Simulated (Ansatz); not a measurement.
Coupled-cluster diagnostics for B(CN)3 (BC3N3), Ansatz.

Geometry of the singlet (B3LYP-D4/def2-SVP):

Cartesian coordinates in Å:
```
B -0.001 0.001 0.000
C -1.197 -0.568 -0.764
N -2.106 -1.000 -1.346
C -0.047 0.107 1.525
N -0.081 0.186 2.684
C 1.243 0.462 -0.761
N 2.189 0.812 -1.339
```

Correlated methods freeze 7 core orbitals.

Task: Estimate the CCSD(T) correlation energy, the shares of MP2 and (T), T1 and the reference's ⟨S²⟩ for: charge 0, singlet, own geometry in def2-TZVPP; and the rough time on 2 threads of AMD EPYC 7R13 on a shared host and a share (18 GiB) of an NVIDIA H100 80GB HBM3.

Result: 
```tsv
state	basis	correlation (eV)	MP2 share (%)	(T) share (%)	T1	⟨S²⟩ (pure)	wall time
charge 0, singlet, own geometry	def2-TZVPP	-31.085	94.7	5.5	0.016	0.00 (0.00)	18 s
```
Customary marks for T1 are 0.02 (closed shells), 0.045 (open shells) and about 0.05 (3d metals). T1 stays under 0.02 throughout.
